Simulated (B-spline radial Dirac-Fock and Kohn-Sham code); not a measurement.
**Auger decay of the 3p3/2 hole in Gd³⁺**

System: the Gd³⁺ ion in the configuration [Xe] 4f6 6s1 (not the ground configuration).

Level of theory: independent-particle radiative and Coulomb Auger rates from relativistic LDA hole-state orbitals, with Dirac-Fock energies; a radial finite-basis atomic code. Kinetic energies are configuration averages from the vacuum level; the two-hole energies are estimated from single-hole states.

```csv
transition,kinetic energy (eV),width (meV),share (%)
M3-M5N3,0.79,1570,23.8
M3-M5N4,129.9,472,7.1
M3-M5N5,136.6,710,10.7
M3-M5O1,–,157,2.4
M3-M5O2,278.0,135,2.0
M3-M5O3,283.6,216,3.3
M3-M5N6,284.6,854,12.9
M3-M5N7,285.7,1030,15.5
M3-N3N4,1042.8,140,2.1
M3-N3N5,1050.3,187,2.8
```

A dash stands for an energy that rests on an unreliable hole state.

Coster-Kronig rates are the weakest part of this model and often come out 1.5 to 2.5 times too large. Channels within a few eV of threshold rest on estimated energies and may be closed in reality. The listed channels hold 83 % of the non-radiative rate. Summed by principal shells, of 6.61 eV in all: MMN 76.5 %, MNN 11.6 %, MMO 9.7 %, MNO 1.8 %, MMP 0.3 %.

Values without a named source are computed, but for edge energies of neutral atoms, which are taken from tables.
